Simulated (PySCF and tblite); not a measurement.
Values are calculated unless marked as measured or tabulated.
2 regioisomers of C7H7FS:

| isomer | SMILES |
| --- | --- |
| A | [F:1][CH2:2][C:3]1=[CH:4][CH:5]=[CH:6]/[C:7]1=[CH:8]\[SH:9] |
| B | [F:1][CH2:2][C:3]1=[CH:4]/[C:5](=[CH:6]\[SH:7])[CH:8]=[CH:9]1 |

Protocol: conformer search, at most 6 conformers an isomer, GFN2-xTB geometries, energies PBE0/def2-SVP (IEF-PCM, acetone) (D3(BJ) added where defined), weights at 298.15 K with GFN2-xTB thermal terms. Programs: PySCF with density fitting and tblite.

Problem. Rank the isomers by free energy at 298.15 K.

Solution. 
| isomer | ΔG (kcal/mol) | ΔE, lowest conformer | conformers | largest weight % | rms dipole (D) |
| --- | --- | --- | --- | --- | --- |
| B | 0.0 | 0.0 | 4 | 34 | 3.82 |
| A | 0.4 | 0.0 | 3 | 62 | 2.15 |

The minima are those of GFN2-xTB; planar forms about aryl–S or allylic bonds may be saddles in DFT.
